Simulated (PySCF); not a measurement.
Correlation energy of Sc (scandium, neutral)

[Ar] 3d1 4s2, 2D determinant. Calculation: PySCF 2.14, in 6-31G* (5s4p2d1f, 34 functions); no relativity, point nucleus. Frozen: [Ar]; 3 electrons correlated.

MP2 pair energies summed by pair of shells (mhartree):

| pair | energy | share (%) |
| --- | --- | --- |
| 4s-4s | -16.86 | 81.4 |
| 3d-4s | -3.84 | 18.6 |

Total MP2 correlation energy: -20.69 mhartree.

Same-spin part -1.34 and opposite-spin part -19.35 mhartree; SCS-MP2 scales them by 1/3 and 6/5 to -23.67 mhartree.
